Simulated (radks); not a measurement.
Values are calculated unless marked as measured or tabulated.
Task: Mean orbital radii <r> (bohr) of neutral tin, [Kr] 4d10 5s2 5p2, of relativity; Dirac values are averaged over j with weights 2j + 1. Spin-unpolarised spherical Kohn-Sham, PBE, point nucleus unless stated (finite: rms radius 4.6519 fm), a radial shooting solver on a logarithmic mesh with Libxc functionals. A level marked "c x" has the speed of light scaled by that factor and shares open shells by 2j + 1; other Dirac levels either fill j = l - 1/2 first or share by 2j + 1.

shell  non-rel.
1s      0.03042
2s       0.1314
2p       0.1121
3s       0.3526
3p       0.3436
3d       0.3147
4s       0.8490
4p       0.8990
4d        1.089
5s        2.498
5p        3.264

Give the values at the level "Dirac, c x 3".

Result: 
shell  Dirac, c x 3  change of magnitude (%)
1s          0.03028                    -0.49
2s           0.1308                    -0.52
2p           0.1118                    -0.26
3s           0.3511                    -0.41
3p           0.3429                    -0.20
3d           0.3147                    0.00
4s           0.8457                    -0.39
4p           0.8975                    -0.16
4d            1.090                    +0.10
5s            2.487                    -0.43
5p            3.262                    -0.05
